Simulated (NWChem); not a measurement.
Program: NWChem. System: CH$_{3}$Cl$_{2}$Si, charge 0, spin multiplicity 2, at a geometry optimised with UB3LYP/def2-SVP. The structure started from a generated list of species. Its SCF solution wasn't tested for a lower state. Level: G0W0@UPBE0/def2-TZVP, RI basis def2-tzvp-rifit.

Job file:

```
start mol
memory heap 200 mb stack 700 mb global 1700 mb
geometry units angstroms nocenter noautoz
  C      2.057590    -0.040120     0.000000
  Si     0.243966    -0.556836     0.000000
  Cl    -0.676860     0.230364    -1.703918
  Cl    -0.676860     0.230364     1.703918
  H      2.124092     1.060677     0.000000
  H      2.564044    -0.428316    -0.897023
  H      2.564044    -0.428316     0.897023
  symmetry group Cs
end
basis spherical
  * library def2-tzvp
end
basis "ri basis" bse spherical
  * library def2-tzvp-rifit
end
dft
  xc pbe0
  odft
  mult 2
  iterations 100
  direct
  tolerances tight
end
task dft energy
gw
  method cdgw
  states alpha occ 4 vir 2
  states beta occ 4 vir 2
end
task dft gw
```

Output (cleaned and shortened):

```
             Northwest Computational Chemistry Package (NWChem) 7.3.0
             --------------------------------------------------------

                                NWChem Input Module
                                -------------------

 Scaling coordinates for geometry "geometry" by  1.889725989
 (inverse scale =  0.529177249)

 Turning off AUTOSYM since
 SYMMETRY directive was detected!

                             Geometry "geometry" -> ""
                             -------------------------

 Output coordinates in angstroms (scale by  1.889725989 to convert to a.u.)

  No.       Tag          Charge          X              Y              Z
 ---- ---------------- ---------- -------------- -------------- --------------
    1 C                    6.0000     2.05759000    -0.04012000     0.00000000
    2 Si                  14.0000     0.24396600    -0.55683600     0.00000000
    3 Cl                  17.0000    -0.67686000     0.23036400    -1.70391800
    4 Cl                  17.0000    -0.67686000     0.23036400     1.70391800
    5 H                    1.0000     2.12409200     1.06067700     0.00000000
    6 H                    1.0000     2.56404400    -0.42831600    -0.89702300
    7 H                    1.0000     2.56404400    -0.42831600     0.89702300

 Effective nuclear repulsion energy (a.u.)     255.6680987061

            Nuclear Dipole moment (a.u.)
            ----------------------------
        X                 Y               Z
 ---------------- ---------------- ----------------
     0.0000075589    -0.0000056692     0.0000000000

      Symmetry information
      --------------------

 Group name             Cs
 Group number              2
 Group order               2
 No. of unique centers     5

      Symmetry unique atoms

     1    2    3    5    6


 Summary of "ao basis" -> "" (spherical)
 ------------------------------------------------------------------------------
       Tag                 Description            Shells   Functions and Types
 ---------------- ------------------------------  ------  ---------------------
 *                         def2-tzvp                  on all atoms

 new library libraries.bse/

 Summary of "ri basis" -> "" (spherical)
 ------------------------------------------------------------------------------
       Tag                 Description            Shells   Functions and Types
 ---------------- ------------------------------  ------  ---------------------
 *                      def2-tzvp-rifit               on all atoms

                                 NWChem DFT Module
                                 -----------------

 Summary of "ao basis" -> "ao basis" (spherical)
 ------------------------------------------------------------------------------
       Tag                 Description            Shells   Functions and Types
 ---------------- ------------------------------  ------  ---------------------
 C                         def2-tzvp                11       31   5s3p2d1f
 Si                        def2-tzvp                13       37   5s5p2d1f
 Cl                        def2-tzvp                13       37   5s5p2d1f
 H                         def2-tzvp                 4        6   3s1p

 Summary of "ao basis" -> "ao basis" (spherical)
 ------------------------------------------------------------------------------
       Tag                 Description            Shells   Functions and Types
 ---------------- ------------------------------  ------  ---------------------
 C                         def2-tzvp                11       31   5s3p2d1f
 Si                        def2-tzvp                13       37   5s5p2d1f
 Cl                        def2-tzvp                13       37   5s5p2d1f
 H                         def2-tzvp                 4        6   3s1p

      Symmetry analysis of basis
      --------------------------

        a'         94
        a"         66

            General Information
            -------------------
          SCF calculation type: DFT
          Wavefunction type:  spin polarized.
          No. of atoms     :     7
          No. of electrons :    57
           Alpha electrons :    29
            Beta electrons :    28
          Charge           :     0
          Spin multiplicity:     2
          Use of symmetry is: on ; symmetry adaption is: on
          Maximum number of iterations: 100
          This is a Direct SCF calculation.
          AO basis - number of functions:   160
                     number of shells:    62
          Convergence on energy requested:  1.00D-06
          Convergence on density requested:  1.00D-05
          Convergence on gradient requested:  5.00D-04

              XC Information
              --------------
                         PBE0 Method XC Functional
                     Hartree-Fock (Exact) Exchange  0.250
          PerdewBurkeErnzerhof Exchange Functional  0.750
            Perdew 1991 LDA Correlation Functional  1.000 local
           PerdewBurkeErnz. Correlation Functional  1.000 non-local

             Grid Information
             ----------------
          Grid used for XC integration:  medium
          Radial quadrature: Mura-Knowles
          Angular quadrature: Lebedev.
          Tag              B.-S. Rad. Rad. Pts. Rad. Cut. Ang. Pts.
          ---              ---------- --------- --------- ---------
          C                   0.70       49          10.0       434
          Si                  1.10       88           9.0       590
          Cl                  1.00       88          11.0       590
          H                   0.35       45          11.0       434
[...]
   Bfn.  Coefficient  Atom+Function         Bfn.  Coefficient  Atom+Function
  ----- ------------  ---------------      ----- ------------  ---------------
    36      0.754080  2 Si s                  5     -0.409492  1 C  s
    35      0.324524  2 Si s                 47     -0.296886  2 Si py
    50     -0.286239  2 Si py               145      0.256670  5 H  s
    34     -0.205080  2 Si s                 87      0.200753  3 Cl py
   124      0.200753  4 Cl py                84      0.159842  3 Cl py

 Vector   30  Occ=0.000000D+00  E= 1.936878D-02  Symmetry=a'
              MO Center= -6.1D-02, -1.1D-01, -3.4D-15, r^2= 4.3D+00
   Bfn.  Coefficient  Atom+Function         Bfn.  Coefficient  Atom+Function
  ----- ------------  ---------------      ----- ------------  ---------------
    50      0.483442  2 Si py                36      0.477487  2 Si s
    49     -0.474428  2 Si px                35      0.464271  2 Si s
    88     -0.395558  3 Cl pz               125      0.395558  4 Cl pz
    73     -0.356103  3 Cl s                110     -0.356103  4 Cl s
    47      0.345705  2 Si py               145     -0.340294  5 H  s

 Vector   31  Occ=0.000000D+00  E= 3.522876D-02  Symmetry=a"
              MO Center=  3.0D-01, -5.9D-01,  7.7D-14, r^2= 4.6D+00
   Bfn.  Coefficient  Atom+Function         Bfn.  Coefficient  Atom+Function
  ----- ------------  ---------------      ----- ------------  ---------------
    51      1.017453  2 Si pz                48      0.477189  2 Si pz
    73      0.463100  3 Cl s                110     -0.463100  4 Cl s
    86      0.234028  3 Cl px               123     -0.234028  4 Cl px
    87     -0.195791  3 Cl py               124      0.195791  4 Cl py
    14     -0.159792  1 C  pz                88      0.147836  3 Cl pz

   alpha - beta orbital overlaps
   -----------------------------

   alpha      1      2      3      4      5      6      7      8      9     10
    beta      1      2      3      4      5      6      7      8     11     12
 overlap   1.000  1.000  1.000  1.000  1.000  1.000  0.974  0.974  0.904  0.905

   alpha     11     12     13     14     15     16     17     18     19     20
    beta     10      9     13     16     14     15     17     18     19     20
 overlap   0.931  0.930  1.000  0.796  1.000  0.796  1.000  1.000  1.000  0.990

   alpha     21     22     23     24     25     26     27     28     29     30
    beta     21     22     23     24     25     26     27     28     29     30
 overlap   0.998  0.993  0.996  0.992  0.983  0.996  0.992  0.999  0.977  0.969

   alpha     31     32     33     34     35     36     37     38     39     40
    beta     31     32     33     34     35     36     37     38     39     40
 overlap   0.993  0.963  0.976  0.997  0.995  0.866  0.857  0.984  0.972  0.983

   alpha     41     42     43     44     45     46     47     48     49     50
    beta     41     43     42     44     45     46     47     48     49     51
 overlap   0.954  0.939  0.997  0.965  0.989  0.989  0.833  0.827  0.999  0.980

   alpha     51     52     53     54     55     56     57     58     59     60
    beta     50     52     53     54     55     56     57     58     59     60
 overlap   0.996  0.982  0.998  0.980  0.999  0.998  0.997  0.983  0.993  0.997

   alpha     61     62     63     64     65     66     67     68     69     70
    beta     61     62     63     65     64     66     67     68     69     70
 overlap   0.997  0.998  0.965  0.991  0.965  0.993  0.994  0.998  0.999  0.997

   alpha     71     72     73     74     75     76     77     78     79     80
    beta     71     72     73     74     75     76     77     78     79     80
 overlap   0.997  0.993  0.993  0.988  0.991  0.994  0.992  0.999  0.993  0.997

   alpha     81     82     83     84     85     86     87     88     89     90
    beta     81     82     84     83     85     86     87     88     89     90
 overlap   0.994  0.991  0.986  0.994  0.984  0.997  0.996  1.000  1.000  1.000

   alpha     91     92     93     94     95     96     97     98     99    100
    beta     91     92     93     94     95     96     97     98     99    100
 overlap   0.999  0.999  0.999  1.000  0.999  1.000  1.000  0.999  1.000  1.000

   alpha    101    102    103    104    105    106    107    108    109    110
    beta    101    102    103    104    105    106    107    108    109    110
 overlap   0.999  0.999  0.997  0.998  1.000  1.000  1.000  0.935  0.927  0.999

   alpha    111    112    113    114    115    116    117    118    119    120
    beta    111    112    113    114    115    116    117    118    119    120
 overlap   0.990  0.999  0.999  1.000  0.999  0.998  1.000  0.998  1.000  0.998

   alpha    121    122    123    124    125    126    127    128    129    130
    beta    121    122    123    124    125    126    127    128    129    130
 overlap   1.000  0.999  0.998  1.000  0.998  1.000  0.995  0.999  0.994  0.999

   alpha    131    132    133    134    135    136    137    138    139    140
    beta    131    132    133    134    135    136    137    138    139    140
 overlap   0.999  1.000  1.000  1.000  1.000  1.000  1.000  1.000  1.000  0.974

   alpha    141    142    143    144    145    146    147    148    149    150
    beta    141    142    143    144    145    146    147    148    149    150
 overlap   0.974  0.997  0.997  1.000  1.000  1.000  1.000  1.000  1.000  1.000

   alpha    151    152    153    154    155    156    157    158    159    160
    beta    151    152    153    154    155    156    157    158    159    160
 overlap   1.000  1.000  0.996  0.996  1.000  1.000  1.000  1.000  1.000  1.000

     --------------------------
     Expectation value of S2:
     --------------------------
      <S2> =      0.7522 (Exact =     0.7500)

 center of mass
 --------------
 x =  -0.14243632 y =   0.00429635 z =   0.00000000

 moments of inertia (a.u.)
 ------------------
         780.574139566385          55.779647547225           0.000000000000
          55.779647547225        1093.967187019041           0.000000000000
           0.000000000000           0.000000000000         412.729193155395

     Multipole analysis of the density
     ---------------------------------

     L   x y z        total         alpha         beta         nuclear
     -   - - -        -----         -----         ----         -------
     0   0 0 0     -0.000000    -29.000000    -28.000000     57.000000

     1   1 0 0      0.822652      0.275993      0.546652      0.000008
     1   0 1 0     -0.189140      0.808013     -0.997147     -0.000006
     1   0 0 1      0.000000      0.000000     -0.000000      0.000000

     2   2 0 0    -31.802019   -123.518946   -120.663135    212.380062
     2   1 1 0     -0.285230     13.658502     13.346622    -27.290353
     2   1 0 1     -0.000000     -0.000000     -0.000000      0.000000
     2   0 2 0    -33.091611    -33.701903    -26.697026     27.307317
     2   0 1 1      0.000000      0.000000      0.000000      0.000000
     2   0 0 2    -35.103778   -198.300167   -195.062579    358.258968

 Task  times  cpu:       20.5s     wall:       20.5s

                                NWChem Input Module
                                -------------------

                                 NWChem GW Module
                                 ----------------

                             ***********************
                             ***        GW       ***
                             ***********************

 Summary of "ri basis" -> "ri basis" (spherical)
 ------------------------------------------------------------------------------
       Tag                 Description            Shells   Functions and Types
 ---------------- ------------------------------  ------  ---------------------
 C                      def2-tzvp-rifit             22       76   8s6p4d3f1g
 Si                     def2-tzvp-rifit             29      113   9s7p6d5f2g
 Cl                     def2-tzvp-rifit             29      113   9s7p6d5f2g
 H                      def2-tzvp-rifit              7       15   4s2p1d

                 Memory Information
                 ------------------
          Available GA per process is          1699.6 MBs
          Available stack per process is        700.0 MBs
          Available heap per process is           0.0 MBs

          Peak memory in Initialization
              Peak GA per process is                 36.0 MBs
              Peak stack per process is               0.3 MBs
              Peak heap per process is               36.6 MBs
              Memory not in MA per process            0.0 MBs

          Peak memory in CDGW Calculation
              Peak GA per process is                 39.3 MBs
              Peak stack per process is               3.2 MBs
              Peak heap per process is                4.9 MBs
              Memory not in MA per process            0.1 MBs

          Computing 2-center integrals
          Computing Inverse Cholesky factor
          Computing 3-center integrals
          Computing Vxc

          Computing Sigma_x
          Computing W(iw) on the imaginary grid
          Solving quasiparticle equations

                  Alpha Orbitals
          State     Energy (eV)     Error (eV)
          -----------------------------------
@GW        26        -11.516           0.004
@GW        27        -11.380           0.003
@GW        28        -11.214           0.002
@GW        29         -8.403           0.005
@GW        30          2.226           0.005
@GW        31          2.377           0.004

                   Beta Orbitals
          State     Energy (eV)     Error (eV)
          -----------------------------------
@GW        25        -11.939           0.004
@GW        26        -11.365           0.004
@GW        27        -11.226           0.002
@GW        28        -11.172           0.002
@GW        29         -1.134           0.005
@GW        30          2.585           0.002

     GW Timing Statistics
   ------------------------
   Init.   :          0.1s
     ERIs  :          1.8s
     Distr.:          0.1s
     Vxc   :          2.2s
   Vmo     :          0.0s
   iW      :          8.0s
   I_n     :          0.0s
   R_n     :          2.5s
   GW total:         14.6s

 Task  times  cpu:       14.6s     wall:       14.6s

 Total times  cpu:       35.2s     wall:       35.2s
```
